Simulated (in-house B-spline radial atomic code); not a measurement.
A run on an ion of nuclear charge 2 with 1.08 electrons that did not converge. Method: scalar-relativistic (X2C) OLYP, spin-polarised, spherical fractional occupations, Gaussian nucleus of rms radius 1.6755 fm; computed with a B-spline radial code for spherical atoms.

Command:
```bash
python run_scf.py task.json out
```
Settings (nuclear radius in fm, mass in u):
```
Z                2
configuration    1s1.08
hamiltonian      x2c
method           optx,lyp
spin_polarised   True
nucleus          gauss
rms_radius       1.6755
atomic_mass      4.0026
speed_of_light   137.035999084
```

First and last ten iterations of the last attempt (damped for 15 steps, keeping 80 % of the old Fock matrix, then DIIS):
```
 iter        energy (Eh)    residual
    1          -2.088796    7.39e-03
    2          -2.091860    4.99e-04
    3          -2.091862    3.98e-04
    4          -2.091864    3.17e-04
    5          -2.091865    2.53e-04
    6          -2.091866    2.02e-04
    7          -2.091866    1.61e-04
    8          -2.091866    1.29e-04
    9   313136726.514500    1.16e+00
   10   313106323.456200    1.17e+00
  111     3983125.166951    1.06e+01
  112     3946449.965877    1.06e+01
  113    89422399.568430    4.91e+00
  114    89525495.180630    4.91e+00
  115    89627127.696090    4.92e+00
  116    89825310.904950    4.93e+00
  117    89904810.495470    4.93e+00
  118    90082077.265080    4.95e+00
  119    89408919.281170    4.95e+00
  120    89337903.625490    4.93e+00
 not converged after 120 iterations
```

The smallest residual met was 1.3e-04; the threshold is about 1e-07. No energy from this run should be used. Cost of the run: 0.81 s on 1 thread of Arm Neoverse V2, on a shared host.
